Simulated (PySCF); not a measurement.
(E)-2-bromo-1-fluoroprop-1-ene (C₃H₄BrF), SMILES C(/Br)(=C\F)C.

Coordinates come from a PBE0-D3(BJ)/def2-SVP optimisation.

These are SMD-PBE0/6-31G* run with PySCF values and carry that method's errors.

Solvation free energies are E(SMD) − E(gas) at the gas-phase geometry, for 1 M in both phases. Bromine has the revised SMD18 radius of 2.60 Å. In vacuum the dipole moment is 0.56 D.

```json
[
 {"solvent": "water", "ΔG(solv) (kcal/mol)": "(withheld)", "its non-electrostatic (CDS) part": "(withheld)", "dipole (D)": "(withheld)"},
 {"solvent": "n-hexane", "ΔG(solv) (kcal/mol)": "-3.2", "its non-electrostatic (CDS) part": "-2.2", "dipole (D)": "0.64"},
 {"solvent": "acetone", "ΔG(solv) (kcal/mol)": "-3.9", "its non-electrostatic (CDS) part": "-1.2", "dipole (D)": "0.73"}
]
```

Task: Fill in the missing entries. (An estimate is asked for; the answer gives what the named calculation found.)

Result: 
- water, ΔG(solv) (kcal/mol): 0.0
- water, its non-electrostatic (CDS) part: 2.8
- water, dipole (D): 0.74
